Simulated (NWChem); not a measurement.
Ge$_{2}$H$_{5}$Cl; SMILES [Cl][GeH2][GeH3]

Results from NWChem. Geometry: optimised at PBE-D3(BJ)/def2-SVP. Level MN15/def2-SVP: energy and gradient on several grids; changes count from the extra-fine grid, which is no exact limit either.

Q: Which is the coarsest grid (medium; fine; xfine; coarse; xcoarse) from which on the energy stays within 50 μHa and each gradient component within 100 μHa/bohr of xfine?

A: fine.
| grid | size of the energy change (μHa) | largest change of a gradient component (μHa/bohr) |
|---|---|---|
| xcoarse | 7000 | 7000 |
| coarse | 20 | 800 |
| medium | < 10 | 200 |
| fine | < 10 | < 30 |
| xfine | < 10 | < 30 |
